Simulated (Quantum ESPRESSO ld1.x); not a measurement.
Species: Pd2+. Configuration: [Kr] 4d5.5 5p2.5 (fractional occupations, a model configuration). All-electron calculation, scalar-relativistic Kohn-Sham, LDA (Slater exchange, Perdew-Wang correlation), spin-polarised, spherical densities, point nucleus; open shells are filled with parallel spins first. Program: ld1.x of Quantum ESPRESSO 7.5.

Unscreened Slater integrals over Kohn-Sham orbitals (cm^-1). They are taken over the spin-up orbitals.

integral,value
"F0(5p,5p)",72480
"F2(5p,5p)",39423
"F0(5p,4d)",89251
"F2(5p,4d)",27600
"G1(5p,4d)",10385
"G3(5p,4d)",9244.9
"F0(5p,4p)",91615
"F2(5p,4p)",22457
"G0(5p,4p)",4625.2
"G2(5p,4p)",5967.9
"F0(5p,4s)",92395
"G1(5p,4s)",6399.3
"F0(4d,4d)",157740
"F2(4d,4d)",79663
"F4(4d,4d)",52505
"F0(4d,4p)",173500
"F2(4d,4p)",86860
"G1(4d,4p)",109710
"G3(4d,4p)",67443
"F0(4d,4s)",178820
"G2(4d,4s)",81498
"F0(4p,4p)",195130
"F2(4p,4p)",102540
"F0(4p,4s)",202870
"G1(4p,4s)",137880
"F0(4s,4s)",211740

Derived for the open shells (J is the average intra-shell exchange parameter used in DFT+U). 4d: Racah B = F2/49 - 5 F4/441 = 1030 cm^-1, C = 35 F4/441 = 4167 cm^-1, C/B = 4.04, F4/F2 = 0.659, J = (F2 + F4)/14 = 9441 cm^-1. 5p: J = F2/5 = 7885 cm^-1.
